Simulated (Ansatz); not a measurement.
Basis sets compared for the cluster Si5F3 (the lowest doublet isomer of a short search). The state is a doublet with charge 0. Geometry B3LYP-D4/def2-SVP. Ansatz on 4 threads of Arm Neoverse V2 on a shared host; times are rough, and most runs start from earlier orbitals.

```xyz
8

Si   -0.989    0.441    1.249
Si   -1.882   -1.013   -0.438
Si    1.149    0.497    0.269
Si   -0.306    0.395   -1.576
Si    0.381   -1.774    0.121
F     0.254    0.070   -3.074
F     2.570    1.216    0.602
F    -1.177    0.168    2.847
```

The structure comes from a short search, and lower isomers may exist.

Binding counts from free atoms (Si triplet, F doublet) in the same basis, without a counterpoise term.

| level | functions | energy (Eh) | HOMO (eV) | LUMO (eV) | binding per atom (eV) | wall time |
| --- | --- | --- | --- | --- | --- | --- |
| PBE-D4/def2-SVP | 132 | -1745.4140 | -5.85 | -5.11 | 3.99 | 2.9 s |
| PBE-D4/def2-TZVP | 278 | -1746.3166 | -5.82 | -5.04 | 4.06 | 7 s |
| r2SCAN-D4/def2-TZVP (with forces) | 278 | -1747.0495 | -6.18 | -4.86 | 3.95 | 20 s |
| PBE0-D4/def2-SVP | 132 | -1745.5194 | -6.80 | -4.48 | 3.78 | 4.1 s |
| PBE0-D4/def2-TZVP | 278 | -1746.4199 | -6.72 | -4.33 | 3.89 | 18 s |

Task: Estimate the rows for PBE-D4/def2-TZVPD, r2SCAN-D4/def2-TZVPD, PBE0-D4/def2-TZVPD.

Result: 
```tsv
level	functions	energy (Eh)	HOMO (eV)	LUMO (eV)	binding per atom (eV)	wall time
PBE-D4/def2-TZVPD	335	-1746.3203	-5.86	-5.08	4.06	11 s
r2SCAN-D4/def2-TZVPD	335	-1747.0526	-6.20	-4.88	3.95	28 s
PBE0-D4/def2-TZVPD	335	-1746.4231	-6.74	-4.35	3.89	19 s
```
